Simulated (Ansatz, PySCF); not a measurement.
The pair A = H4O2Si (SMILES O[SiH2]O) (first 7 atoms), B = NH3 (SMILES N); geometry from B3LYP-D3(BJ)/def2-TZVP.
(charge 0, multiplicity 1):
| atom | x (Å) | y (Å) | z (Å) |
|---|---|---|---|
| O | -0.0474 | 1.0406 | 1.3171 |
| Si | -0.6369 | 0.3566 | -0.0399 |
| O | 0.3943 | 0.5073 | -1.3182 |
| H | 0.1114 | 0.4693 | 2.1035 |
| H | -1.8613 | 1.0405 | -0.4961 |
| H | -0.9125 | -1.0815 | 0.2356 |
| H | 1.3118 | 0.2579 | -1.1826 |
| N | 0.3252 | -0.6113 | 3.5693 |
| H | -0.0063 | -1.5498 | 3.3754 |
| H | 1.2853 | -0.6819 | 3.8869 |
| H | -0.2264 | -0.2428 | 4.3362 |

Cores are frozen in the correlated methods. CBS: X⁻³ extrapolation of the correlation energy, Hartree–Fock from the larger set. MP2 and its Hartree–Fock in aug-cc-pV(T+d)Z are density fitted.

The values were computed with Ansatz (Gaussian basis) for Hartree–Fock, density functionals and correlated methods; PySCF for the dispersion terms. Each number belongs to the level named beside it.

The monomers are drawn apart, rigid, along the line of their centres of mass. Counterpoise-corrected interaction energies (kcal/mol):

```json
[
 {"level": "PBE/def2-TZVPPD", "R = 4.595 Å": "-5.7472", "R = 5.329 Å": "-2.7123"},
 {"level": "PBE-D3(BJ)/def2-TZVPPD", "R = 4.595 Å": "-6.2442", "R = 5.329 Å": "-2.9463"},
 {"level": "wB97M-V/def2-TZVPPD", "R = 4.595 Å": "-5.8306", "R = 5.329 Å": "-2.7797"},
 {"level": "MP2/CBS(aug-cc-pV(D+d)Z, aug-cc-pV(T+d)Z) + ΔCCSD(T)/aug-cc-pV(D+d)Z", "R = 4.595 Å": "-5.7375", "R = 5.329 Å": "-2.7281"}
]
```

Task: R is the distance of the centres of mass. Find the local exponent m of E ∝ R⁻ᵐ between the two points.

Result: 
m = ln(E₁/E₂)/ln(R₂/R₁): PBE/def2-TZVPPD 5.1; PBE-D3(BJ)/def2-TZVPPD 5.1; wB97M-V/def2-TZVPPD 5.0; MP2/CBS(aug-cc-pV(D+d)Z, aug-cc-pV(T+d)Z) + ΔCCSD(T)/aug-cc-pV(D+d)Z 5.0. For scale, two fixed dipoles give m = 3, dipole and quadrupole 4, quadrupoles 5, and dispersion or dipole-induced dipole 6 at long range; at these distances several terms mix, and what is left of overlap and damping shifts m, so it need not match one of them.

Ansatz is a quantum-chemistry and plane-wave program.
